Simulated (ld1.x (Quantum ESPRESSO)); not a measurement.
What one change does to a pseudopotential (fluorine, RRKJ)

ld1.x (Quantum ESPRESSO) 7.5 input, shortened:

```
&input
   title='F', zed=9., rel=1, dft='PZ', iswitch=3,
   config='[He] 2s2 2p5 3d-2'
 /
 &inputp
   pseudotype=2, tm=.false., rho0=0.005, lloc=2,
   nlcc=.true., new_core_ps=.true., rcore=0.40
 /
3
2S  1  0   2.00   0.00  0.75  0.75  0.0
2P  2  1   5.00   0.00  0.85  0.85  0.0
3D  3  2  -2.00   0.15  0.75  0.75  0.0
 &test
   configts(1)='2s2 2p5'
 /
```

Change: functional BLYP.

Cutoffs: the cutoffs (Ry, on a coarse ladder) from which the occupation-weighted sum of valence levels, in a spherical-Bessel basis at the reference potential, stays within 10 and 1 mRy of its value at 400 Ry; they do not see the model core or the augmentation charge, which bear on the density cutoff. Errors are all-electron minus pseudo energies relative to the spin-unpolarised reference configuration.

**Question.** How do hardness, ghosts and transferability respond?

**Answer.** The potential gets neither clearly harder nor softer (180 Ry and 230 Ry → 180 Ry and 230 Ry); the number of tests with a reliable result goes from 9 to 7; of the 7 tests that both files solve, the error grows in 3 and shrinks in 2 by more than 15 % and 0.3 meV (median size 5.2 → 2.6 meV); neither file shows a bound ghost.

```tsv
quantity	base	changed
cutoff, loose	180 Ry	180 Ry
cutoff, tight	230 Ry	230 Ry
bound ghosts	none	none
error for 2s2 2p4, meV [ΔE 19.56 → 19.40 eV]	-1.1	-0.8
error for 2s2 2p3, meV [ΔE 58.07 → 57.81 eV]	+5.4	+8.4
error for 2s2 2p2, meV [ΔE 118.80 → 118.51 eV]	+49	+63
error for 2s1 2p6, meV [ΔE 18.39 → 18.68 eV]	+5.2	+2.6
error for 2s2 2p1, meV [ΔE 204.67 → 204.42 eV]	+198	+245
error for 2s2 2p5.3, meV [ΔE -2.73 → -2.67 eV]	+0.3	+0.3
error for 2s2 2p4.5, meV [ΔE 7.63 → 7.55 eV]	-0.7	-0.7
s: phases at 0.95 bohr within 0.05 rad from the reference energy up to (Ry; the scan ends near 5)	to the end of the scan	to the end of the scan
p: phases at 0.95 bohr within 0.05 rad from the reference energy up to (Ry; the scan ends near 5)	to the end of the scan	to the end of the scan
d: phases at 0.95 bohr within 0.05 rad from the reference energy up to (Ry; the scan ends near 5)	to the end of the scan	to the end of the scan
```
